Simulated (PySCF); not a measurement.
Ligands exchanged one at a time, B NH2-I. All species are isolated molecules in the gas phase. Strings in code marks are SMILES.

Calculation: r2SCAN-D4/def2-TZVP in PySCF 2.14.0. All candidates: neutral, multiplicity 1. Excitations are Tamm–Dancoff values on a coarser integration grid. The basis has no diffuse functions, so Rydberg states are missing or too high.

| Item | Result |
|---|---|
| T1 excitation (TDA) | 3.33 eV |
| S1 excitation (TDA) | 3.51 eV |
| dipole moment | 0.00 D |

Problem. Say which member has these values.
(A) `NB(N)N`
(B) `NB(N)I`
(C) `IB(I)I`
(D) `NB(I)I`

Solution. C, `IB(I)I`. The others give `NB(I)I`: 5.05 eV, 5.22 eV, 2.76 D; `NB(N)N`: 6.00 eV, 6.28 eV, 0.15 D; `NB(N)I`: 6.01 eV, 6.57 eV, 3.33 D
